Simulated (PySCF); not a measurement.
# Spin states of KF

Unrestricted PBE0; PySCF, no relativity, basis sets K def2-SVPD, F def2-SVPD. Outer shells of the fragments: K 4s1; F 2s2 2p5.

Followed along the bond (rough minima from three points):

| 2Ms+1 | unpaired | ⟨S²⟩ at the start | R at minimum (Å) | Te (eV) |
| --- | --- | --- | --- | --- |
| 1 | none | 0.00 | 2.23 | 0.00 |
| 3 | σ ↑, π ↑ | 2.00 | none in the scan | ≤ 4.98 |

Solutions found at the starting distance of 2.560 Å, counted from the lowest of them; the search is not exhaustive and high or unbound solutions are not listed, so other states can lie among these:

```tsv
2Ms+1	unpaired	term	E (eV)	⟨S²⟩	⟨Lz²⟩	μ (D)
1	none	¹Σ⁺	0.00	0.00	0.00	-10.78
3	σ ↑, π ↑	³Π	4.75	2.00	1.00	1.69
1	σ ↓, π ↑	mixed	4.77	1.00	1.00	1.88
3	σ ↑↑	³Σ⁺	4.87	2.00	0.00	1.90
3	π ↑↑	mixed	5.97	2.00	2.00	0.47
3	π ↑↑	mixed	6.00	2.00	2.00	0.64
3	σ ↑, π ↑	³Π	6.15	2.00	1.00	0.58
```

A term symbol is given only where ⟨S²⟩ and ⟨Lz²⟩ are close to those of a pure state; real π, δ and φ orbitals otherwise mix terms. A positive dipole means K(−)F(+).

Counting both spins, an empty level lies below a filled one in some of these solutions, because spin and occupation are held.
